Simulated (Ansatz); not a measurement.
Computed with Ansatz on PBE0-D4/def2-TZVP structures; ΔE is electronic, products minus reactants. CBS: MP2 limit from def2 TZ/QZ plus the TZ coupled-cluster correction, frozen cores. This one scheme is used for every species. Functionals use def2-TZVPP. Each species was taken in one conformer, which may not be the lowest.

`OB([SiH3])O[SiH3]` + silanol → `OB(O[SiH3])O[SiH3]` + SiH₄  (cleavage of the B–Si bond)

Is it downhill or uphill in electronic energy at CCSD(T)/CBS, and by how much? (An estimate is asked.)

Computed: Downhill: ΔE = -139.3 kJ/mol.

What do these levels give: ωB97X-V, B2PLYP, PBE, MP2/def2-TZVPP, CCSD/def2-TZVPP, CCSD/CBS(def2)? (An estimate is asked.)

Computed: ωB97X-V -139.2, B2PLYP -142.2, PBE -120.3, MP2/def2-TZVPP -143.0, CCSD/def2-TZVPP -144.7, CCSD/CBS(def2) -143.1 kJ/mol.

Largest T1 diagnostic among the species: 0.014.

The D4 term adds −3.8 kJ/mol with B3LYP and −2.2 kJ/mol with PBE0; it sums over pairs of atoms, weighted by their polarisabilities, and B3LYP, whose exchange is more repulsive, gets the larger term. In def2-TZVPP, CCSD(T) changes the Hartree–Fock value by +26.5 kJ/mol (the triples alone add +3.8 kJ/mol) and MP2 by +24.4 kJ/mol.

B3LYP here is the variant with VWN-RPA as its local correlation; programs differ in this.
